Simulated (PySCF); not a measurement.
Below is a simulated gas-phase C 1s photoelectron spectrum of `C/N=C\C#CB(O)O`.

Every computed line was given a Gaussian of 0.8 eV full width at half maximum and an area set by the number of equivalent atoms; the highest printed point is 100. Method used: delta-SCF UKS SCAN, pcX-2 on the ionised atom, pcseg-1 elsewhere, spin-free X2C (PySCF 2.14.0).

(binding energy (eV), intensity): (288.8, 0), (288.9, 1), (289.0, 2), (289.1, 4), (289.2, 7), (289.3, 13), (289.4, 22), (289.5, 33), (289.6, 47), (289.7, 61), (289.8, 75), (289.9, 86), (290.0, 93), (290.1, 98), (290.2, 100), (290.3, 100), (290.4, 99), (290.5, 97), (290.6, 93), (290.7, 90), (290.8, 86), (290.9, 85), (291.0, 85), (291.1, 86), (291.2, 86), (291.3, 85), (291.4, 82), (291.5, 79), (291.6, 77), (291.7, 77), (291.8, 79), (291.9, 80), (292.0, 78), (292.1, 72), (292.2, 63), (292.3, 50), (292.4, 37), (292.5, 25), (292.6, 15), (292.7, 9), (292.8, 5), (292.9, 2), (293.0, 1), (293.1, 0), (293.2, 0)

**Question.** How many maxima does the curve show, and how many computed lines lie under it?

**Answer.** The curve has 3 maxima (at 290.3, 291.2 and 291.9 eV). Under it lie 4 lines from 4 inequivalent carbon sites. At this width some lines have no maximum of their own.

**Question.** Decompose the envelope and assign each component. Numbering: `[CH3:1]/[N:2]=[CH:3]\[C:4]#[C:5][B:6]([OH:7])[OH:8]`.

**Answer.** 
```
position (eV)  relative area  line  atoms      environment
       289.93              1  C 1s     C5    alkyne carbon
       290.52              1  C 1s     C4    alkyne carbon
       291.24              1  C 1s     C1  N-methyl carbon
       292.00              1  C 1s     C3     imine carbon
```

**Question.** What are the centre and the root-mean-square width of the whole band?

**Answer.** The area-weighted mean of the lines is 290.92 eV. Their own spread about it is 0.78 eV (rms) and each Gaussian has σ = 0.8/2.355 = 0.34 eV; the variances add, which gives 0.85 eV.

Lowest listed C 1s: C5, bonded to C (triple bond) and B. Highest, 2.07 eV above it: C3, bonded to N (double bond), C and H.

No satellites, vibrations or lifetime broadening are included. The unrestricted hole states depart most from a pure doublet (⟨S²⟩ = 0.75; over 0.85 named) for C 1s of C3 (0.89), C 1s of C4 (0.90) and C 1s of C5 (0.88), which makes these values less certain. Geometry: PBE0-D3(BJ)/def2-SVP, one conformer, isolated molecule.

Time: 49 s wall; peak memory 0.58 GiB. Hardware: one thread, Arm Neoverse V2 (aarch64) (shared host).

The values belong to the conformer `[CH3:1]/[N:2]=[CH:3]\[C:4]#[C:5][B:6]([OH:7])[OH:8]`: H–O7–B6–C5 180°, H–O8–B6–C5 179°.
